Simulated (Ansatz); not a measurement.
`[CH3][Nb](=[O])([OH])[F]`, relaxed with RKS PBE0-D4/def2-TZVP in the Gaussian-basis code of Ansatz from a PBE-D4/def2-SVP geometry. The force threshold is 0.005 eV/Å; the program also tests the step.

Total charge 0; spin multiplicity 1. Nb: def2 effective core potential.

Start:

```xyz
9

C     1.360   -0.162    0.230
Nb   -0.788   -0.280    0.081
O    -1.054   -1.335   -1.242
O    -1.419    1.457   -0.355
F    -1.475   -1.016    1.678
H     1.806    0.206   -0.719
H     1.778   -1.173    0.430
H     1.658    0.522    1.055
H    -1.866    1.783   -1.157
```

| step | energy (eV) | largest force (eV/Å) | largest move (Å) |
| --- | --- | --- | --- |
| 1 | -9463.9252 | 0.944 | 0.000 |
| 2 | -9463.9641 | 0.235 | 0.028 |
| 3 | -9463.9663 | 0.043 | 0.013 |
| 4 | -9463.9666 | 0.024 | 0.011 |
| 5 | -9463.9667 | 0.029 | 0.007 |
| 6 | -9463.9668 | 0.012 | 0.002 |
| 7 | -9463.9668 | 0.004 | 0.003 |

End:

```xyz
9

C     1.358   -0.162    0.228
Nb   -0.780   -0.284    0.069
O    -1.047   -1.330   -1.233
O    -1.414    1.441   -0.351
F    -1.471   -1.005    1.655
H     1.797    0.188   -0.711
H     1.768   -1.154    0.443
H     1.645    0.524    1.031
H    -1.856    1.781   -1.131
```

It took 25 s on 4 threads of a server CPU on a shared host, with 0.48 GiB of host memory at the peak.
